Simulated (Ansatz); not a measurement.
Born–Oppenheimer molecular dynamics of BF₂H₄N (8 atoms, charge 0, multiplicity 1). It starts at the highest image of a converged band. Of that band: Neighbouring images differ by up to 1.3 eV, so the band resolves the path poorly. A vibrational analysis at the climbing image gives one clearly imaginary mode, 1518i cm⁻¹: a first-order saddle point.

All numbers below come from Ansatz, RKS PBE0-D4/6-31G*.

```yaml
ensemble: NVE (velocity Verlet)
time_step: 0.5 fs
steps_asked: 200
starting_velocities_drawn_for: 300 K
seed: 4234
```

First frame:

```xyz
8
Properties=species:S:1:pos:R:3
B -0.018 0.141 0.261
N -0.034 0.217 1.810
H -0.843 -0.168 2.285
H 0.837 0.035 2.294
F 1.187 -0.151 -0.265
F -1.118 -0.424 -0.274
H -0.185 1.558 0.081
H -0.166 1.347 1.078
```

Question: How far do the bonds stretch over the last three quarters of this one trajectory? (Pairs bonded in most of those frames.)

Answer: 
```csv
bond,mean (Å),spread (Å),shortest,longest
B1–N2,1.429,0.063,1.32,1.53
B1–F5,1.335,0.031,1.29,1.39
B1–F6,1.337,0.027,1.30,1.38
N2–H3,1.017,0.013,0.99,1.04
N2–H4,1.018,0.011,1.00,1.04
H7–H8,0.746,0.016,0.72,0.77
```

Mean temperature of the second half: 2106 K. The conserved energy stayed within 0.14 meV per atom of its start (net change -0.021 meV per atom), so the integration is sound. The kinetic energy rose, since the run started high on the potential surface and went downhill. It ends in pieces (BF2H2N + H2), so much of that is their flight and rotation, not heat. A run of 0.1 ps of so small a system gives no equilibrium averages. The orbitals stay closed-shell, which can raise the energy where a bond breaks towards radicals; this wasn't checked here.

The run took 3.5 min on 1 thread of Intel(R) Xeon(R) 6975P-C (Granite Rapids) (shared host), peak memory 0.14 GiB.
